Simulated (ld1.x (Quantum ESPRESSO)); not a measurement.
# Transferability test, PAW potential for rhodium (Rh)

- Element: Rh (Z = 45)
- Generator: ld1.x (Quantum ESPRESSO) 7.5
- Type: PAW
- Functional: LDA (PZ)
- Relativity: scalar-relativistic
- Frozen core: [Kr]
- Valence charge: 9
- Reference configuration: 4d8.5 5s0.5 5p0
- Partial waves: 5s (bound): rcut 2.05, rcutus 2.75 bohr; 5s channel at 0.3 Ry: rcut 2.05, rcutus 2.75 bohr; 5p (bound, empty): rcut 2.50, rcutus 3.35 bohr; 5p channel at 0.55 Ry: rcut 2.50, rcutus 3.35 bohr; 4d (bound): rcut 1.50, rcutus 1.60 bohr; 4d channel at 2.3 Ry: rcut 1.50, rcutus 1.60 bohr
- Local potential: all-electron potential smoothed inside 1.55 bohr (lloc = -1)
- Core correction: Bessel-smoothed model core inside 0.75 bohr
- Augmentation charge: BESSEL, radius 1.60 bohr

Energies are relative to the spin-unpolarised reference configuration 4d8.5 5s0.5 5p0; without spin polarisation the order of configurations can differ from experiment. Spin-polarised rows fill each open shell by Hund’s rule, majority spin first. Not all tests gave a result: 1 of 9 tests not solved or not reliable. Left out of the table: 4d7 5s1 5p1 (solver errors, printed error -2.5 eV).

| valence configuration | charge | ΔE all-electron (eV) | error AE − PS (meV) |
| --- | --- | --- | --- |
| 4d8 5s1 5p0 | 0 | 0.592 | -2.7 |
| 4d8 5s0 5p0 | +1 | 8.383 | -1.0 |
| 4d7 5s0 5p0 | +2 | 28.150 | -97 |
| 4d7 5s2 5p0 | 0 | 2.973 | -38 |
| 4d8 5s0.5 5p0 | +0.5 | 3.670 | -4.7 |
| 4d8 5s1 5p0 (spin-polarised) | 0 | -0.291 | -3.1 |

Task: What are ΔE and the potential's error for 4d8 5s0 5p1?

Result: ΔE = 4.330 eV all-electron; the error (AE − PS) is -4.9 meV.

Task: What are ΔE and the potential's error for 4d8.5 5s0.5 5p0 (spin-polarised)?

Result: ΔE = -0.405 eV all-electron; the error (AE − PS) is -0.7 meV.

Note: ghost states, extra bound levels that the all-electron valence spectrum of the same l lacks: s at -150.2 eV, p at -10.2 eV. A true bound ghost makes a file unfit for plane-wave use.
